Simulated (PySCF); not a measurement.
# Unknown compound

Molecular formula: C₅H₅F₃Si. Simulated spectra:

1H NMR (400 MHz, computed): δ 6.48 (m, 1H), 3.11 (d, 1H), 2.09 (s, 3H).

13C{1H} NMR (computed): δ 148.7 (C), 136.2 (CH), 96.2 (CH), 85.0 (C), 26.2 (CH3).

A single conformation, no solvent, equivalent nuclei averaged, relativity neglected. GFN2-xTB structure; NMR shieldings at PBE0/pcSseg-1/GIAO; PySCF 2.14.

Shifts are taken against calculated references (same method and geometry level): TMS for 1H (σref 31.72), 13C (σref 186.93).

**Question.** Choose the structure that fits.
A. C#C/C=C(/C)[Si](F)(F)F
B. CC1=CC(F)=C[Si]1(F)F
C. C#C[Si]1(C(F)(F)F)CC1

**Answer.** A. 

Rings plus π bonds: 3 (no ring in the answer). 5 carbon signals for 5 carbons: no two carbons are equivalent. Carbon types of the structure: 2 × C, 2 × CH, 1 × CH3, which accounts for all hydrogens. δC 148.7: fully substituted alkene carbon; as expected for a trigonal carbon in a double bond. δC 136.2: alkene CH; an sp2 carbon of a C=C bond. δC 96.2: terminal alkyne carbon; sp carbons lie upfield of alkene carbons because the cylindrical π system leaves one tensor component strongly shielded. δC 85.0: alkyne carbon; the triple bond shields along its axis, which puts it between sp3 and sp2 carbons. δH 2.09: hydrogen on an allylic methyl carbon; allylic position.

The others: C#C[Si]1(C(F)(F)F)CC1 would give 4 carbon signals, not 5; CC1=CC(F)=C[Si]1(F)F has carbons computed at 187.0, 152.4, 144.2, 89.8, 20.9.

Splittings by 19F in the carbon and heteronuclear signals aren't shown, as no couplings were computed. Shifts are as computed. Against solution values, carbons near 30 ppm lie about +3 ppm off and those near 130 ppm about +5 ppm. Of 1211 compounds with measured shifts, 218 miss one by over three times the rms of a fit or turn the order of signals round; such compounds aren't used in these exercises. No couplings were computed; multiplicities are counted from neighbouring protons, with m where these are inequivalent, close in shift, in a saturated or five-membered ring or joined by F or P, and br s for small geminal =CH2 splittings.
